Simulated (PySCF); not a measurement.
A calculated (BP86, PySCF 2.14, ANO-RCC-VTZP, the spin-free X2C one-electron Hamiltonian (Gaussian nucleus)) atom or ion has these occupied shells.

```tsv
shell	electrons	orbital energy (eV)	rms radius, mean of both spins (bohr)
1s α	1	-65072.6	0.0215
1s β	1	-65072.6	0.0215
2s α	1	-11128.8	0.0869
2s β	1	-11128.7	0.0869
2p α	3	-9803.6	0.0788
2p β	3	-9803.5	0.0788
3s α	1	-2535.6	0.223
3s β	1	-2535.6	0.223
3p α	3	-2137.4	0.224
3p β	3	-2137.4	0.224
3d α	5	-1651.4	0.205
3d β	5	-1651.4	0.205
4s α	1	-509.17	0.498
4s β	1	-509.13	0.498
4p α	3	-377.79	0.530
4p β	3	-377.75	0.530
4d α	5	-204.40	0.577
4d β	5	-204.34	0.577
5s α	1	-65.293	1.21
5s β	1	-64.519	1.21
5p α	3	-34.470	1.44
5p β	3	-33.346	1.44
4f α	7	-15.149	0.778
4f β	7	-14.943	0.778
6s α	1	-5.209	3.69
5d α	3	-2.638	2.88
```

(1) Name the element and its charge.

Results:

(1) Hf (hafnium, neutral), in [Xe] 4f14 5d3 6s1, high-spin 5F determinant (an excited configuration).
